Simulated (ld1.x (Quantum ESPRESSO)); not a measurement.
**Se (Z = 34): one change to a TM potential, before and after**

```
Element                 : Se (Z = 34)
Generator               : ld1.x (Quantum ESPRESSO) 7.5
Type                    : norm-conserving Troullier–Martins (Kleinman–Bylander form)
Functional              : Wu–Cohen
Relativity              : scalar-relativistic
Frozen core             : [Ar] 3d10
Valence charge          : 6
Reference configuration : 4s2 4p4
Partial waves           : 4s (bound): rc 1.55 bohr; 4p (bound): rc 1.95 bohr; 4d channel at 0.3 Ry: rc 1.50 bohr
Local potential         : all-electron potential smoothed inside 1.25 bohr (lloc = -2)
Core correction         : a·sin(br)/r model core, default radius (core density twice the valence density)
```

Change: local potential all-electron potential smoothed inside 2.10 bohr (lloc = -2).

Cutoffs: the cutoffs (Ry, on a coarse ladder) from which the occupation-weighted sum of valence levels, in a spherical-Bessel basis at the reference potential, stays within 10 and 1 mRy of its value at 400 Ry; they do not see the model core or the augmentation charge, which bear on the density cutoff. Errors are all-electron minus pseudo energies relative to the spin-unpolarised reference configuration.

Question: What does the change do?

Answer: The potential gets neither clearly harder nor softer (40 Ry and 55 Ry → 40 Ry and 55 Ry); the bound ghosts move from d to d, p; of the 7 tests that both files solve, the error grows in 7 and shrinks in 0 by more than 15 % and 0.3 meV (median size 2.0 → 60.9 meV). In the separable form a ghost depends on how the local part lies against the semilocal potential of the channel, so the choice of the local part can create or remove one. The local part now departs from the all-electron potential out to 2.10 bohr, far beyond the d radius of 1.50 bohr, and whatever the projectors do not describe feels it: the likely cause.

```tsv
quantity	base	changed
cutoff, loose	40 Ry	40 Ry
cutoff, tight	55 Ry	55 Ry
loose cutoff by channel (10 mRy a level)	s 18 Ry, p 8 Ry	s 21 Ry, p 15 Ry
bound ghosts	d	p, d
error for 4s2 4p3, meV [ΔE 10.86 eV]	-0.3	-22
error for 4s2 4p2, meV [ΔE 31.25 eV]	-2.0	-96
error for 4s2 4p1, meV [ΔE 62.21 eV]	-22	-203
error for 4s2 4p4.3, meV [ΔE -1.59 eV]	+0.4	-0.9
error for 4s2 4p3.5, meV [ΔE 4.31 eV]	-0.3	-5.1
error for 4s1 4p4, meV [ΔE 22.43 eV]	-3.5	-70
error for 4s0 4p6, meV [ΔE 22.03 eV]	-15	-61
```

 A true bound ghost makes a file unfit for plane-wave use even where its test errors are small: the radial tests pick states by their node count and pass the ghost by.
